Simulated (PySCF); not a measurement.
**Polarisability and C₆ of Cu (copper, neutral)**

[Ar] 3d9 4s2, 2D determinant (an excited configuration). Calculation: PySCF 2.14, in aug-cc-pwCVTZ-PP with ECP10MDF (8s8p7d4f3g, 122 functions); a scalar-relativistic core potential. Coupled (time-dependent) response in atomic units; α is the mean over directions.

| method | mean α (bohr³) | α xx, yy, zz | C₆ (like pair) | S(−4) |
| --- | --- | --- | --- | --- |
| UHF | 55.64 | 56.17, 56.17, 54.56 | 458.0 | 1666 |
| PBE | 41.98 | 42.38, 42.38, 41.17 | 313.6 | 907.2 |

S(−4) is the Cauchy moment in α(ω) = α(0) + S(−4) ω² + …

α(iu) at PBE:

```json
{"u (hartree)": "0", "α(iu) (bohr³)": "41.98"}
{"u (hartree)": "0.0500", "α(iu) (bohr³)": "39.84"}
{"u (hartree)": "0.100", "α(iu) (bohr³)": "34.69"}
{"u (hartree)": "0.200", "α(iu) (bohr³)": "23.45"}
{"u (hartree)": "0.300", "α(iu) (bohr³)": "15.85"}
{"u (hartree)": "0.500", "α(iu) (bohr³)": "8.528"}
{"u (hartree)": "0.750", "α(iu) (bohr³)": "5.049"}
{"u (hartree)": "1.00", "α(iu) (bohr³)": "3.510"}
{"u (hartree)": "1.50", "α(iu) (bohr³)": "2.129"}
{"u (hartree)": "2.00", "α(iu) (bohr³)": "1.486"}
{"u (hartree)": "3.00", "α(iu) (bohr³)": "0.8709"}
{"u (hartree)": "5.00", "α(iu) (bohr³)": "0.4203"}
```

A single London oscillator, α(iu) = α/(1 + u²/ω²), gives C₆ = (3/4) ω α². Matching the computed C₆ needs ω = 4 × 313.6 / (3 × 41.98²) = 0.237 hartree.

The components differ because the open shell of this determinant is not spherical; for a pure term their mean is the scalar polarisability.

Energies and moments cover only the electrons outside the core potential.
